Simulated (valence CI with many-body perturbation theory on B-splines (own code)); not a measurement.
# E1 line list for Se²⁸⁺

Method: relativistic CI+MBPT: four valence electrons over a frozen Dirac-Fock core [He], a basis of 11 s, 11 p, 9 d, 7 f, 5 g, 2 h, 1 i functions for each j, with the one-electron correlation potential Σ1, the two-electron term Σ2, the three-electron term Σ3, Breit, model QED; selected CI, second order for the rest (own B-spline code, finite nucleus).

No measured spectrum was set against this ion. As an estimate, large intervals hold to a few tenths of a per cent, small ones and those within an open d or f shell to about a per cent. Among the levels kept, up to 280 cm⁻¹ of a level comes from second order outside the variational space, and about a tenth of that is noise between levels of different J, which matters for small intervals.

Lines 51 to 100 of 252 in falling wavelength, among levels below 16165 × 10³ cm⁻¹, chosen from the strongest by gf and those to the six lowest levels. Wavelengths and rates use the calculated energies. Electric multipoles are in the length gauge, E1 and E2 with the static RPA response of the core. Weak lines are less certain than strong ones. Lines between different terms over intervals too small for the method are left out, as are lines whose strength nearly cancels. The highest levels of a list are the least certain.

Levels are named by their leading jj configuration (3d3/2^4 stands for four electrons in 3d with j = 3/2), which in mixed levels can hold well under half, so a name can repeat and another be missing. Letters in brackets count levels of one name in rising energy.

```csv
λ vac (nm),Upper,Lower,A (s⁻¹),S (a.u.) with core polarisation,S without
9.458,(2s 2p3/2^2 3s) J=3,(2s^2 2p3/2 3s) J=2,1.65e+10,4.83e-02,4.84e-02
8.970,(2s 2p1/2 2p3/2^2) J=2 [a],(2s^2 2p1/2 2p3/2) J=1,1.85e+10,3.29e-02,3.30e-02
8.739,(2s 2p1/2 2p3/2^2) J=1 [b],(2s^2 2p3/2^2) J=2,2.51e+09,2.48e-03,2.49e-03
8.727,(2s 2p1/2 2p3/2^2) J=3,(2s^2 2p1/2 2p3/2) J=2,1.14e+10,2.62e-02,2.63e-02
8.652,(2p1/2 2p3/2^3) J=1,(2s 2p1/2 2p3/2^2) J=1 [b],3.88e+10,3.72e-02,3.73e-02
8.522,(2p1/2^2 2p3/2^2) J=2,(2s 2p1/2 2p3/2^2) J=3,3.73e+10,5.69e-02,5.71e-02
7.960,(2s 2p1/2 2p3/2 3p3/2) J=3 [c],(2s^2 2p1/2 3p3/2) J=2,3.15e+10,5.49e-02,5.51e-02
7.814,(2p1/2^2 2p3/2^2) J=2,(2s 2p1/2 2p3/2^2) J=2 [a],2.45e+10,2.89e-02,2.89e-02
7.778,(2s 2p1/2 2p3/2 3p3/2) J=2 [c],(2s^2 2p1/2 3p3/2) J=1,2.87e+10,3.33e-02,3.34e-02
7.762,(2p3/2^4) J=0,(2s 2p3/2^3) J=1,1.72e+11,3.96e-02,3.97e-02
7.758,(2s 2p1/2 2p3/2 3p1/2) J=2 [c],(2s^2 2p1/2 3p1/2) J=1,3.60e+10,4.15e-02,4.16e-02
7.711,(2s 2p1/2 2p3/2 3s) J=2 [c],(2s^2 2p1/2 3s) J=1,3.58e+10,4.05e-02,4.06e-02
7.538,(2s 2p1/2 2p3/2 3p1/2) J=1 [b],(2s^2 2p1/2 3p1/2) J=1,5.80e+10,3.68e-02,3.69e-02
7.483,(2s 2p3/2^2 3p1/2) J=2,(2s^2 2p1/2 3p3/2) J=2,2.98e+10,3.08e-02,3.09e-02
7.462,(2s 2p3/2^3) J=2,(2s^2 2p3/2^2) J=2,7.29e+10,7.48e-02,7.50e-02
7.447,(2s 2p1/2^2 2p3/2) J=1,(2s^2 2p1/2^2) J=0,4.33e+10,2.65e-02,2.65e-02
7.390,(2p1/2 2p3/2^3) J=2,(2s 2p1/2 2p3/2^2) J=2 [b],3.74e+10,3.72e-02,3.74e-02
7.290,(2s 2p1/2 2p3/2 3s) J=1 [c],(2s^2 2p1/2 3s) J=1,5.95e+10,3.41e-02,3.42e-02
7.275,(2s 2p1/2 2p3/2 3p3/2) J=1 [d],(2s^2 2p1/2 3p3/2) J=2,8.03e+10,4.58e-02,4.59e-02
7.250,(2s 2p1/2 2p3/2^2) J=0,(2s^2 2p1/2 2p3/2) J=1,5.25e+10,9.87e-03,9.90e-03
7.181,(2s 2p3/2^2 3s) J=1 [a],(2s^2 2p3/2 3s) J=2,7.30e+10,4.00e-02,4.01e-02
7.167,(2s 2p3/2^3) J=1,(2s^2 2p3/2^2) J=0,3.43e+10,1.87e-02,1.88e-02
7.158,(2s 2p1/2 2p3/2^2) J=2 [b],(2s^2 2p1/2 2p3/2) J=2,7.18e+10,6.50e-02,6.52e-02
7.135,(2s 2p3/2^2 3s) J=1 [b],(2s^2 2p3/2 3s) J=1,9.16e+10,4.92e-02,4.94e-02
7.063,(2s 2p1/2 2p3/2^2) J=1 [a],(2s^2 2p1/2 2p3/2) J=1,6.23e+10,3.25e-02,3.26e-02
7.046,(2s 2p3/2^2 3s) J=2 [b],(2s^2 2p3/2 3s) J=2,8.21e+10,7.09e-02,7.11e-02
6.668,(2s 2p1/2 2p3/2^2) J=1 [b],(2s^2 2p1/2 2p3/2) J=2,1.18e+11,5.17e-02,5.18e-02
6.351,(2s 2p3/2^3) J=1,(2s^2 2p3/2^2) J=2,1.34e+11,5.10e-02,5.11e-02
6.350,(2s 2p1/2 2p3/2^2) J=1 [b],(2s^2 2p1/2 2p3/2) J=1,3.05e+10,1.15e-02,1.16e-02
5.898,(2s 2p3/2^3) J=2,(2s^2 2p1/2 2p3/2) J=2,1.40e+10,7.08e-03,7.10e-03
5.896,(2p1/2^2 2p3/2^2) J=2,(2s 2p1/2^2 2p3/2) J=2,1.63e+10,8.26e-03,8.28e-03
5.833,(2s 2p1/2 2p3/2^2) J=1 [a],(2s^2 2p1/2^2) J=0,5.82e+09,1.71e-03,1.71e-03
5.338,(2s 2p1/2 2p3/2^2) J=1 [b],(2s^2 2p1/2^2) J=0,1.15e+10,2.58e-03,2.59e-03
4.987,(2s 2p3/2^3) J=1,(2s^2 2p1/2 2p3/2) J=1,1.24e+10,2.29e-03,2.29e-03
0.7299,(2s 2p3/2^2 3s) J=2 [a],(2s 2p3/2^3) J=2,4.82e+12,4.63e-03,4.61e-03
0.7267,(2s^2 2p3/2 3s) J=1,(2s^2 2p3/2^2) J=0,2.61e+12,1.48e-03,1.48e-03
0.7263,(2s 2p3/2^2 3s) J=1 [b],(2s 2p3/2^3) J=1,5.28e+12,3.00e-03,2.99e-03
0.7248,(2s 2p1/2 2p3/2 3s) J=2 [c],(2s 2p1/2 2p3/2^2) J=2 [b],2.96e+12,2.78e-03,2.77e-03
0.7227,(2s 2p1/2 2p3/2 3s) J=1 [a],(2s 2p1/2 2p3/2^2) J=2 [a],6.50e+12,3.63e-03,3.62e-03
0.7221,(2s 2p1/2 2p3/2 3s) J=2 [b],(2s 2p1/2 2p3/2^2) J=3,5.03e+12,4.67e-03,4.65e-03
0.7195,(2s^2 2p1/2 3s) J=1,(2s^2 2p1/2 2p3/2) J=2,4.82e+12,2.66e-03,2.65e-03
0.7189,(2s^2 2p3/2 3s) J=2,(2s^2 2p3/2^2) J=2,2.52e+12,2.31e-03,2.31e-03
0.7186,(2s 2p1/2^2 3s) J=1,(2s 2p1/2^2 2p3/2) J=2,4.11e+12,2.26e-03,2.25e-03
0.7173,(2s^2 2p3/2 3s) J=1,(2s^2 2p3/2^2) J=2,6.50e+12,3.55e-03,3.54e-03
0.7173,(2s^2 2p3/2 3p1/2) J=1,(2s 2p1/2^2 2p3/2) J=2,9.08e+11,4.96e-04,4.95e-04
0.7163,(2s^2 2p1/2 3s) J=0,(2s^2 2p1/2 2p3/2) J=1,6.74e+12,1.22e-03,1.22e-03
0.7157,(2s^2 2p1/2 3s) J=1,(2s^2 2p1/2 2p3/2) J=1,1.14e+12,6.18e-04,6.16e-04
0.7142,(2s 2p3/2^2 3s) J=1 [b],(2s 2p3/2^3) J=2,7.07e+12,3.81e-03,3.80e-03
0.7095,(2s^2 2p3/2 3p3/2) J=2,(2s 2p1/2^2 2p3/2) J=2,2.41e+11,2.12e-04,2.12e-04
0.7070,(2s 2p1/2 2p3/2 3s) J=2 [a],(2s 2p1/2^2 2p3/2) J=2,4.11e+12,3.58e-03,3.57e-03
```
